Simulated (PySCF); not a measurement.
# B: excitation energy

B [He] 2s2 2p1 (2P) → B [He] 2s1 2p1 3d1 (high-spin determinant), as a difference of total energies. Calculation: PySCF 2.14, in aug-cc-pCVTZ-DK with one added diffuse shell each of s, p, d, f type (8s7p5d3f, 75 functions); the spin-free X2C one-electron Hamiltonian (Gaussian nucleus). Correlated levels: valence: 1s2 frozen; valence and next inner shell: nothing frozen. The calculations carry no spin-orbit coupling.

```csv
method,excitation energy (cm⁻¹)
UHF,78021
LDA,87218
PBE,85822
PBE0,86121
r2SCAN,85289
BP86,86484
M06-2X,90165
BHandHLYP,88366
revPBE,85639
MP2 (valence),86980
SCS-MP2 (valence),88965
MP2 (valence and next inner shell),87208
SCS-MP2 (valence and next inner shell),89165
```

The upper state lies above the first ionisation limit, but in LS coupling its spin forbids autoionisation to the ground ion. A Rydberg-like electron needs more diffuse functions than a valence basis has.

The promoted electron is Rydberg-like, and one or two diffuse shells describe it only roughly, which tends to raise the upper state.

The determinant of the upper state mixes LS terms, which raises its energy above the lowest term, most at the Hartree-Fock and MP2 levels.
